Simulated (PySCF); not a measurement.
Bonds (- single, = double, # triple, : aromatic): C1-Si2, Si2-C3, Si2-C4, Si2-C5. C1 carries H6, H7, H8; C3 carries H9, H10, H11; C4 carries H12, H13, H14; C5 carries H15, H16, H17.

Geometry: PBE0-D3(BJ)/def2-SVP; GIAO absolute shieldings from PySCF, gas phase, non-relativistic, averaged over equivalent atoms.

At B97-2/pcSseg-2 (355 basis functions, roughly 50 core-seconds):
```json
{"atoms": "C1/C3/C4/C5", "σ (ppm)": "183.5"}
{"atoms": "Si2", "σ (ppm)": "347.6"}
{"atoms": "H6/H7/H8/H9/H10/H11/H12/H13/H14/H15/H16/H17", "σ (ppm)": "31.36"}
```

Estimate the result of repeating the calculation with CAM-B3LYP/pcSseg-2.

Answers


| atoms | σ at CAM-B3LYP/pcSseg-2 | change |
| --- | --- | --- |
| C1/C3/C4/C5 | 182.6 | -0.9 |
| Si2 | 329.0 | -18.6 |
| H6/H7/H8/H9/H10/H11/H12/H13/H14/H15/H16/H17 | 31.34 | -0.02 |

The largest change is at Si2 (silicon bonded to 4 C). Cost: 355 basis functions, about 70 core-seconds.
